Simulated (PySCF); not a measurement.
CH6BFSi, SMILES B[SiH2]CF, singlet, PBE/def2-SVP optimised geometry.

```
10

B      1.67     1.13    -1.54
Si     0.94     0.05     0.00
C     -0.98     0.05     0.00
F     -1.41     1.38     0.00
H      2.76     1.66    -1.49
H      1.04     1.21    -2.58
H      1.41    -1.38    -0.22
H      1.44     0.49     1.35
H     -1.41    -0.47     0.89
H     -1.37    -0.46    -0.91
```

Density from PySCF with PBE/def2-TZVP at that geometry.

Minimum of the electron density along straight lines between bonded atoms, close to the bond critical point (lines longer than 1.1 times the sum of covalent radii, or with two minima, are not listed):

| bond | length / Å | ρ at the minimum / e bohr⁻³ | ∇²ρ there / e bohr⁻⁵ | position (fraction from the first atom) |
|---|---|---|---|---|
| B1–Si2 | 2.015 | 0.111 | -0.06 | 0.61 |
| Si2–C3 | 1.919 | 0.115 | ? | 0.39 |
| C3–F4 | 1.400 | ? | ? | 0.35 |
| B1–H5 | 1.217 | 0.180 | -0.45 | 0.45 |
| B1–H6 | 1.217 | 0.179 | -0.44 | 0.45 |
| Si2–H7 | 1.517 | 0.111 | 0.12 | 0.49 |
| Si2–H8 | 1.507 | 0.116 | 0.12 | 0.49 |
| C3–H9 | 1.113 | 0.269 | -0.89 | 0.65 |
| C3–H10 | 1.114 | 0.269 | -0.89 | 0.65 |

Q: Fill in the missing entries.

A: 
- Si2–C3, ∇²ρ there / e bohr⁻⁵: 0.13
- C3–F4, ρ at the minimum / e bohr⁻³: 0.234
- C3–F4, ∇²ρ there / e bohr⁻⁵: -0.26
